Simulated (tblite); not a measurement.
Compound: C6H5Cl (charge +1 and doublet state).
Atom-mapped SMILES: `[CH3:1][C+:2]=[C:3][C:4]#[C:5][CH2:6][Cl:7]` (hydrogens: H8, H9, H10 on C1; H11, H12 on C6)
Bond orders are those of one Lewis drawing.

Computed with GFN2-xTB (tblite), gas phase: L-BFGS steps from a force-field or distance-geometry start until the largest atomic force falls under 0.01 eV/Å.

Step 8: E = -526.2009 eV
```
atom  x, y, z in Å  |  force x, y, z in eV/Å
C1      3.3326    0.2151    0.1267    0.093   0.003   0.008
C2      1.9293    0.0951    0.0815    0.020   0.019  -0.012
C3      0.7047    0.0036    0.0363   -0.343  -0.067   0.013
C4     -0.6333   -0.1000   -0.0062    0.195   0.013  -0.008
C5     -1.8546   -0.2337   -0.0373    0.065   0.091  -0.013
C6     -3.2652   -0.2905   -0.1029   -0.151   0.116  -0.053
Cl7    -4.0777    1.2117   -0.6665    0.125   0.125  -0.034
H8      3.6898    1.1697   -0.2432   -0.126   0.303  -0.134
H9      3.8277   -0.5694   -0.4414   -0.080  -0.281  -0.216
H10     3.7138    0.0937    1.1387   -0.109  -0.046   0.340
H11    -3.7339   -0.5212    0.8558    0.144  -0.035   0.351
H12    -3.6320   -1.0748   -0.7676    0.168  -0.242  -0.242
```

Step 9: E = -526.2238 eV
```
atom  x, y, z in Å  |  force x, y, z in eV/Å
C1      3.3306    0.2163    0.1263   -0.106  -0.025   0.001
C2      1.9274    0.0955    0.0816    0.021   0.015  -0.010
C3      0.7043    0.0022    0.0367   -0.261  -0.067   0.019
C4     -0.6298   -0.1012   -0.0056    0.184   0.023  -0.012
C5     -1.8489   -0.2352   -0.0368   -0.076   0.146  -0.039
C6     -3.2616   -0.2816   -0.1057    0.073  -0.074   0.022
Cl7    -4.0649    1.2107   -0.6653    0.038   0.243  -0.080
H8      3.6632    1.1789   -0.2489    0.005   0.189  -0.077
H9      3.8025   -0.5803   -0.4462    0.026  -0.172  -0.167
H10     3.6885    0.0882    1.1469    0.005   0.000   0.244
H11    -3.7062   -0.5185    0.8626    0.034  -0.048   0.314
H12    -3.6038   -1.0758   -0.7716    0.056  -0.231  -0.216
```

Step 10: E = -526.2333 eV
```
atom  x, y, z in Å  |  force x, y, z in eV/Å
C1      3.3298    0.2166    0.1263   -0.133  -0.031   0.002
C2      1.9260    0.0960    0.0814   -0.012   0.007  -0.007
C3      0.7027    0.0004    0.0374   -0.085  -0.049   0.021
C4     -0.6281   -0.1016   -0.0057    0.049   0.016  -0.015
C5     -1.8473   -0.2329   -0.0373   -0.078   0.154  -0.045
C6     -3.2605   -0.2794   -0.1065    0.105  -0.173   0.060
Cl7    -4.0579    1.2146   -0.6662    0.020   0.207  -0.069
H8      3.6506    1.1866   -0.2530    0.040   0.021  -0.005
H9      3.7909   -0.5885   -0.4516    0.032  -0.025  -0.067
H10     3.6765    0.0857    1.1551    0.027   0.032   0.071
H11    -3.6922   -0.5179    0.8714    0.014  -0.029   0.171
H12    -3.5893   -1.0804   -0.7773    0.022  -0.130  -0.117
```

Step 11: E = -526.2371 eV
```
atom  x, y, z in Å  |  force x, y, z in eV/Å
C1      3.3288    0.2162    0.1264   -0.083  -0.023   0.004
C2      1.9249    0.0963    0.0811   -0.031   0.000  -0.004
C3      0.7013   -0.0011    0.0382    0.014  -0.032   0.019
C4     -0.6279   -0.1015   -0.0062   -0.038   0.010  -0.014
C5     -1.8477   -0.2288   -0.0383   -0.045   0.125  -0.037
C6     -3.2601   -0.2822   -0.1057    0.046  -0.136   0.046
Cl7    -4.0550    1.2200   -0.6678    0.045   0.095  -0.030
H8      3.6474    1.1898   -0.2546    0.031  -0.078   0.035
H9      3.7879   -0.5920   -0.4550    0.007   0.059   0.001
H10     3.6733    0.0856    1.1596    0.013   0.041  -0.042
H11    -3.6875   -0.5184    0.8780    0.022  -0.013   0.059
H12    -3.5842   -1.0847   -0.7818    0.021  -0.048  -0.038
```

**Question.** Estimate the geometry and energy of step 12. (The exact step hangs on the optimiser's Hessian estimate; all steps are aligned on step 11, rigid shifts and turns removed.)

**Answer.** E = -526.2388 eV, largest force 0.106 eV/Å
```
atom  x, y, z in Å  |  force x, y, z in eV/Å
C1      3.3274    0.2155    0.1266   -0.030  -0.014   0.004
C2      1.9240    0.0964    0.0808   -0.036  -0.004  -0.001
C3      0.7004   -0.0024    0.0389    0.026  -0.020   0.013
C4     -0.6285   -0.1011   -0.0067   -0.055   0.007  -0.011
C5     -1.8488   -0.2245   -0.0395   -0.018   0.085  -0.026
C6     -3.2599   -0.2860   -0.1045   -0.015  -0.054   0.016
Cl7    -4.0533    1.2240   -0.6691    0.066   0.000   0.004
H8      3.6477    1.1896   -0.2544    0.017  -0.096   0.042
H9      3.7879   -0.5921   -0.4563   -0.009   0.076   0.025
H10     3.6732    0.0865    1.1606   -0.001   0.036  -0.073
H11    -3.6861   -0.5190    0.8819    0.029  -0.007   0.003
H12    -3.5828   -1.0876   -0.7844    0.025  -0.008   0.004
```

The energy changes by -0.0017 eV. The first-order estimate −F·Δx gives -0.0025 eV and the mean of the old and new forces, exact on a quadratic surface, -0.0017 eV. The step makes an angle of 34° with the force vector and moves no atom by more than 0.005 Å.

The cost below is that of the whole relaxation. Hardware: one thread, Arm Neoverse V1 (aarch64), no GPU, shared host with 32 logical CPUs at a one-minute load of 23. Cost: 0.13 s of wall time.
